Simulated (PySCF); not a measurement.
PySCF 2.14 output of an unrestricted M06-L calculation on a single atom or ion in aug-cc-pVDZ (4s3p2d, 23 functions), with no relativity, point nucleus:

```
SCF conv_tol = 1e-09
number electrons alpha = 3  beta = 2
    Y. Zhao and D. G. Truhlar.,  J. Chem. Phys. 125, 194101 (2006)
    Y. Zhao and D. G. Truhlar.,  J. Chem. Phys. 125, 194101 (2006)
    Y. Zhao and D. G. Truhlar.,  Theor. Chem. Acc. 120, 215 (2008)
cycle= 1 E= -24.6496014563612  delta_E= -0.00209  |g|= 0.00638  |ddm|= 0.146
cycle= 2 E= -24.6496417354959  delta_E= -4.03e-05  |g|= 0.00115  |ddm|= 0.0176
cycle= 3 E= -24.6496431454569  delta_E= -1.41e-06  |g|= 0.000232  |ddm|= 0.00508
cycle= 4 E= -24.649643211093  delta_E= -6.56e-08  |g|= 1.9e-05  |ddm|= 0.00159
cycle= 5 E= -24.649643211618  delta_E= -5.25e-10  |g|= 9.5e-07  |ddm|= 0.000164
converged SCF energy = -24.649643211618  <S^2> = 0.75513399  2S+1 = 2.0051274
```

The run itself started from symmetry-adapted Hartree-Fock orbitals and held the occupation by maximum overlap, on a logarithmic radial grid, so the iterations belong to that start.

Task: Which element, charge and spin multiplicity is this?

Result: B (boron, neutral), multiplicity 2; the state was [He] 2s2 2p1, 2P determinant.
